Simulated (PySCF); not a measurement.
The second ionisation energy along group 12

All values are computed (PySCF 2.14, energy differences of UHF-based or UKS calculations, no spin-orbit coupling). Values in eV. The last column holds reference values (NIST; (s) semi-empirical, (t) theoretical, else measured). Unmarked ones compare directly (S terms, centres of terms, or small fine structure); those marked * lie between the lowest fine-structure levels and include a spin-orbit shift.

```
                         element                       configurations     UHF  MP2 (valence and next inner shell)  CCSD (valence and next inner shell)  CCSD (valence)     PBE  r2SCAN  reference
Zn (ANO-RCC-VTZP, spin-free X2C)            [Ar] 3d10 4s1 → [Ar] 3d10  16.889                              18.004                               17.836          17.794  18.772  18.564     17.964
Cd (ANO-RCC-VTZP, spin-free X2C)            [Kr] 4d10 5s1 → [Kr] 4d10  15.589                              16.942                               16.770          16.686  17.388  17.146     16.908
Hg (ANO-RCC-VTZP, spin-free X2C)  [Xe] 4f14 5d10 6s1 → [Xe] 4f14 5d10  17.135                              18.827                               18.499          18.412  19.182  19.107     18.757
```

```csv
method,elements,mean error (eV),mean absolute error (eV),largest error (eV)
UHF,3,-1.339,1.339,-1.622
MP2 (valence and next inner shell),3,0.048,0.048,0.070
CCSD (valence and next inner shell),3,-0.175,0.175,-0.257
CCSD (valence),3,-0.246,0.246,-0.345
PBE,3,0.571,0.571,0.808
r2SCAN,3,0.396,0.396,0.600
```

Errors include the incompleteness of the basis and the frozen core.

"Valence" correlates the outer s and p shells and, in groups 3 to 12 and the f block, the outer d or f shell, open or full, or the next shell where the ion has no valence electron left; the wider scheme adds the next inner shell.
